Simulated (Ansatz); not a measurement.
C$_{9}$H$_{8}$O$_{3}$W (`C[C@@]12[C@H]3[C@H]4[C@H]5[C@@H]1[WH-3]4532([C]#[O+])([C]#[O+])[C]#[O+]`). Charge 0, multiplicity 1. W takes the def2 core potential. All single points use the PBE0-D4/def2-TZVP geometry.

```xyz
21

C    -1.541    1.898    0.934
C    -0.702    1.246   -0.112
C    -1.142    0.310   -1.086
C    -0.053    0.016   -1.960
C     1.066    0.763   -1.516
C     0.665    1.514   -0.381
W     0.506   -0.797    0.151
C    -0.266   -2.622   -0.028
O    -0.713   -3.673   -0.131
C    -0.124   -1.106    2.004
O    -0.504   -1.229    3.080
C     2.159   -1.882   -0.012
O     3.133   -2.475   -0.127
H    -1.984    2.818    0.541
H    -2.355    1.246    1.254
H    -0.950    2.159    1.812
H    -2.146   -0.078   -1.169
H    -0.085   -0.632   -2.822
H     2.047    0.774   -1.967
H     1.293    2.185    0.187
H     1.697   -0.435    1.348
```

Q: What is the dipole moment at r2SCAN/def2-TZVPP? (An estimate is asked.)

A: Computed: 4.98 D, with components (-1.33, 4.27, -2.20) D in this frame, pointing from negative to positive charge.

Q: And with PBE, B3LYP, ωB97M-V? (Estimate.)

A: The calculation gave: PBE 4.80 D, B3LYP 4.93 D, ωB97M-V 4.58 D.

Q: Give the Mulliken charges with r2SCAN, B3LYP, ωB97M-V in def2-TZVPP. (Estimate.)

A: The calculation gave: 
| atom | r2SCAN | B3LYP | ωB97M-V |
| --- | --- | --- | --- |
| C1 | -0.19 | -0.27 | -0.31 |
| C2 | 0.06 | 0.02 | -0.06 |
| C3 | -0.16 | -0.20 | -0.16 |
| C4 | -0.12 | -0.17 | -0.15 |
| C5 | -0.14 | -0.17 | -0.16 |
| C6 | -0.12 | -0.16 | -0.12 |
| W7 | 0.32 | 0.30 | 0.17 |
| C8 | 0.01 | 0.00 | 0.01 |
| O9 | -0.13 | -0.10 | -0.11 |
| C10 | 0.04 | 0.04 | 0.07 |
| O11 | -0.14 | -0.11 | -0.11 |
| C12 | 0.06 | 0.06 | 0.09 |
| O13 | -0.14 | -0.10 | -0.11 |
| H14 | 0.07 | 0.11 | 0.13 |
| H15 | 0.07 | 0.10 | 0.12 |
| H16 | 0.07 | 0.10 | 0.12 |
| H17 | 0.12 | 0.15 | 0.14 |
| H18 | 0.13 | 0.15 | 0.15 |
| H19 | 0.13 | 0.16 | 0.15 |
| H20 | 0.12 | 0.14 | 0.14 |
| H21 | -0.04 | -0.06 | 0.00 |

B3LYP here is the variant with VWN-RPA as its local correlation; programs differ in this.
